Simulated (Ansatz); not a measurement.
Results of the Gaussian-basis code of Ansatz.

A structure relaxed at PBE0-D4/def2-TZVP, charge 0, multiplicity 1:

Cartesian coordinates in Å:
```
C -1.842 -2.323 -0.525
C -1.298 -1.161 -0.732
C -0.750 0.008 -0.897
Si -0.171 1.029 0.552
Si 2.165 1.204 0.537
H -2.916 -2.425 -0.407
H -1.239 -3.223 -0.473
H -0.608 0.382 -1.910
H -0.634 0.383 1.808
H -0.755 2.398 0.468
H 2.784 -0.139 0.693
H 2.622 1.786 -0.755
H 2.641 2.081 1.642
```

Problem. Give its formula and SMILES.

Solution. C3H8Si2, `C=C=C[SiH2][SiH3]`.

Problem. Point group (tolerance 0.08 Å, 0.16 Å for H)?

Solution. C1.

Problem. Summarise the bond lengths by kind.

Solution. 2 × C–C 1.300 to 1.301 Å; 3 × C–H 1.085 to 1.089 Å; 1 × C–Si 1.864 Å; 1 × Si–Si 2.343 Å; 5 × H–Si 1.486 to 1.490 Å.
